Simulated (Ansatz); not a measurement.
CH₂F₃O₃S (SMILES O=S(O)(=[OH+])C(F)(F)F), charge +1, singlet, at a GFN2-xTB geometry, atoms displaced at random by about 0.1 Å a coordinate. Base run: B3LYP/3-21G (Ansatz, a first-principles code).

Ansatz was given this input:
Ansatz 0.2 input:
```yaml
crystal:
  periodic: [false, false, false]
  atoms:
    - {symbol: O, position_ang: [-1.61451658, -0.05452517, -1.34850264]}
    - {symbol: S, position_ang: [-0.76357716, 0.12503973, 0.10722068]}
    - {symbol: O, position_ang: [-1.22177043, -1.09330357, 1.16461700]}
    - {symbol: O, position_ang: [-1.04287037, 1.25089662, 0.60975100]}
    - {symbol: C, position_ang: [1.04980830, -0.27432252, -0.19968402]}
    - {symbol: F, position_ang: [1.43361528, 0.04856359, 1.10515833]}
    - {symbol: F, position_ang: [1.68511177, 0.80814209, -0.73853498]}
    - {symbol: F, position_ang: [1.24777922, -1.28221646, -0.36602784]}
    - {symbol: H, position_ang: [-1.91470550, -1.47687182, 0.80562706]}
    - {symbol: H, position_ang: [-1.31942759, 2.16376360, 0.33045682]}
basis:
  gaussian:
    orbitals: 3-21G.json
hamiltonian:
  xc: b3lyp
total_charge: 1
relax: {}
```
The basis file holds 3-21G in the JSON format of the Basis Set Exchange.

Each row names what was changed in the base input (with any setting that the change needs).

```
change                          ΔE vs base (kJ/mol)  optimiser steps  core-seconds (rough)
------------------------------  -------------------  ---------------  --------------------
base                                           0.00               17                    80
relax = max_displacement: 0.02                 0.00               55                   200
relax = f_tol: 0.1                             0.03               14                    60
relax = max_displacement: 0.5                  0.01               14                    60
relax = escape_saddle: false                   0.00               17                    70
relax = f_tol: 0.0005                          0.00               29                   100
relax = f_tol: 0.05                            0.01               14                    60
```
